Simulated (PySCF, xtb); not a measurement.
BiI₂, SMILES [Bi+]([I])[I] (connectivity only; charge and spin as stated), charge +1, multiplicity 1.

GFN2-xTB (xtb) at its own geometry gives an orbital gap of 1.54 eV.

Coordinates come from a PBE-D3(BJ)/def2-SVP optimisation. The multiplicity is an assumed one; other spin states were not compared. The isomer is the one that the SMILES or the coordinates give; other isomers of the formula were not compared. The def2 effective core potentials stand for the cores of Bi, I; spin–orbit coupling is left out.

**Question.** What does CAM-B3LYP/def2-TZVPD (PySCF) give? (Estimate from the structure and the level; the computed values follow.)

**Answer.** gap 5.03 eV (levels -13.62 and -8.59 eV).
